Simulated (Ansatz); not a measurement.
Basis-set extrapolation for `C[SiH2]C[SiH3]` (PBE0-D4/def2-TZVP geometry, frozen core, Ansatz). Multiplicity 1, RHF reference.

```
                      def2-TZVPP   def2-QZVPP
                 HF  -659.492601  -659.514733
    MP2 correlation    -0.617942    -0.658610
CCSD(T) correlation    -0.708820      not run
```

Energies in hartree. Use E(X) = E(∞) + A·exp(−7.88·√X) for Hartree–Fock and E(X) = E(∞) + B·X^(−2.97) for correlation, with X = 3 and 4, and add CCSD(T) minus MP2 of the smaller set to the MP2 limit.

Task: What is the CCSD(T) energy at the basis-set limit?

Result: HF limit: -659.514733 + (-0.022132) × 0.13774 = -659.51778. MP2 limit: -0.658610 + (-0.040668) × 0.74074 = -0.68873. Higher-order term: -0.708820 − (-0.617942) = -0.09088. Total: -660.29739 hartree, 60.2 kcal/mol below CCSD(T)/def2-TZVPP.
